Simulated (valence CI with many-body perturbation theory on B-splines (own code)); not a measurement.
# Sb²⁺: what the settings do

Calculated by relativistic CI+MBPT: three valence electrons over a frozen Dirac-Fock core [Kr] 4d10, a basis of 6 s, 6 p, 5 d, 3 f, 1 g functions for each j, with the one-electron correlation potential Σ1, the two-electron term Σ2, the three-electron term Σ3, Breit, model QED; selected CI, second order for the rest, scaled by the run's own slope (own B-spline code, finite nucleus).

Against 13 measured levels this calculation errs by 347 cm⁻¹ on average and by 918 at most. These come from a selection out of Moore, Atomic Energy Levels, vol. III, NSRDS-NBS 35 (1971 reprint of NBS Circular 467, 1958), an old analysis. Levels without a partner in it may be off by more. 1 measured level below the end of the list, from 92949 cm⁻¹ on, found no clear computed partner, and computed levels of the same name lie up to 7179 cm⁻¹ from them.

The reference run has the lowest level 5s²5p ²P°_1/2 and an ionisation energy of 25.3058 eV. Its largest variational space holds 4247 state functions.

Names give the largest LS component (configuration and term), which can be under half, so a name can repeat, a term be missing and a line seem to break the LS rules; names also repeat where a configuration has a term twice.

| Level | Reference (cm⁻¹) | Shift (cm⁻¹) |
| --- | --- | --- |
| 5s²5p ²P°_3/2 | 6571 | +18 |
| 5s5p² ⁴P_1/2 | 57530 | -2.1 |
| 5s5p² ⁴P_3/2 | 60512 | +19 |
| 5s5p² ⁴P_5/2 | 63937 | +23 |
| 5s5p² ²D_3/2 | 76307 | +31 |
| 5s5p² ²D_5/2 | 77578 | +38 |
| 5s5p² ²S_1/2 | 93143 | +6.4 |
| 5s²6s ²S_1/2 | 93644 | +5.7 |
| 5s²5d ²D_3/2 | 99190 | +66 |
| 5s5p² ²P_1/2 | 100128 | +12 |
| 5s²5d ²D_5/2 | 100751 | +59 |
| 5s5p² ²P_3/2 | 102329 | +75 |

The ionisation energy moves by -0.0007 eV.

(1) Which of these changes was made?
A. logarithmic knot step 0.27 → 0.4
B. size limit of the variational space 10000 → 1500; second order for the rest on → off
C. averaging of valence orbitals over low configurations on → off

## Answers

(1) B. size limit of the variational space 10000 → 1500; second order for the rest on → off.
